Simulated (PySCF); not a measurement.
A side-by-side comparison of computed properties.

First species: C₅H₅F₃O₂.
SMILES: `C=C(OC(F)(F)F)C(C)=O`

Second species: C₆H₈ClF.
Geometry (GFN2-xTB, Å), atoms numbered from 1 in this order:
```xyz
16
C6H8ClF angstrom
F     -1.3466    1.6258    0.5554
C     -1.0570    0.3000    0.8153
C      0.3840    0.1559    1.3178
C      1.2035   -0.1967    0.0944
C      1.0275    0.6938   -1.0966
C      0.2656   -0.5977   -1.0083
C     -1.1478   -0.4956   -0.4953
Cl    -1.7856   -2.1299   -0.1534
H     -1.8027   -0.0215    1.5486
H      0.7086    1.0850    1.7870
H      0.4389   -0.6463    2.0539
H      2.1441   -0.7009    0.2544
H      0.4922    1.6221   -0.9772
H      1.8305    0.7414   -1.8159
H      0.4816   -1.3991   -1.6981
H     -1.8445   -0.0272   -1.1935
```

Levels: PBE0/def2-SVPD for HOMO energy, LUMO energy, HOMO–LUMO gap and static isotropic polarisability; TDDFT PBE0/def2-SVPD for lowest singlet excitation; TDA PBE0/def2-SVPD for lowest triplet excitation (Tamm–Dancoff). Geometries: GFN2-xTB. Each species is one conformer at its optimised geometry, gas phase, non-relativistic unless stated. Electronic properties by PySCF.

The conformers computed, where there is a choice (atom-mapped SMILES and torsion angles):
- `[CH2:1]=[C:2]([O:3][C:4]([F:5])([F:6])[F:7])[C:8]([CH3:9])=[O:10]`: C1–C2–O3–C4 0°, C2–O3–C4–F5 180°, C1–C2–C8–C9 180°

The conformers of `F[C@@H]1C[C@@H]2C[C@@H]2[C@H]1Cl` aren't listed.

Task: Which has the higher HOMO energy?

Result: The first: -8.06 eV against -8.32 eV, a difference of 0.26 eV.

Task: Which has the higher static isotropic polarisability?

Result: The second: 78.3 au against 69.3 au, a difference of 9.0 au.

Task: Which has the higher T1 energy?

Result: The second: 6.53 eV against 3.38 eV, a difference of 3.15 eV.

Task: Which has the higher LUMO energy?

Result: The second: 0.24 eV against -2.14 eV, a difference of 2.38 eV.

Task: Which of the two has the higher S1 energy, and by how much?

Result: The second: 7.15 eV against 3.91 eV, a difference of 3.24 eV.

Task: Which has the higher HOMO–LUMO gap?

Result: The second: 8.56 eV against 5.92 eV, a difference of 2.64 eV.

On the first: S1 lies 2.01 eV below the HOMO–LUMO gap; its leading configuration is HOMO→LUMO, weight 0.97. The vertical singlet–triplet gap S1 − T1 is 0.53 eV (TDDFT singlet less Tamm–Dancoff triplet; S1: HOMO→LUMO, weight 0.97; T1: HOMO→LUMO, weight 0.95).

On the second: S1 lies 1.41 eV below the HOMO–LUMO gap; its leading configuration is HOMO→LUMO, weight 0.78. The polarisability is 11.61 Å³ as a volume (1 au = 0.148185 Å³), or 1.12 au for each of the 70 electrons.
